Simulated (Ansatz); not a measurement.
Basis-set extrapolation for H$_{7}$NOSi$_{2}$ (`N[SiH](O)[SiH3]`) (PBE0-D4/def2-TZVP geometry, frozen core, Ansatz 0.2.0). Multiplicity 1, RHF reference.

```csv
,def2-TZVPP,def2-QZVPP
HF,-711.414027,-711.439144
MP2 correlation,-0.708502,-0.763240
CCSD(T) correlation,-0.781075,not run
```

Energies in hartree. Use E(X) = E(∞) + A·exp(−7.88·√X) for Hartree–Fock and E(X) = E(∞) + B·X^(−2.97) for correlation, with X = 3 and 4, and add CCSD(T) minus MP2 of the smaller set to the MP2 limit.

Question: What is the CCSD(T) energy at the basis-set limit?

Answer: HF limit: -711.439144 + (-0.025117) × 0.13774 = -711.44260. MP2 limit: -0.763240 + (-0.054738) × 0.74074 = -0.80379. Higher-order term: -0.781075 − (-0.708502) = -0.07257. Total: -712.31896 hartree, 3.37 eV below CCSD(T)/def2-TZVPP.
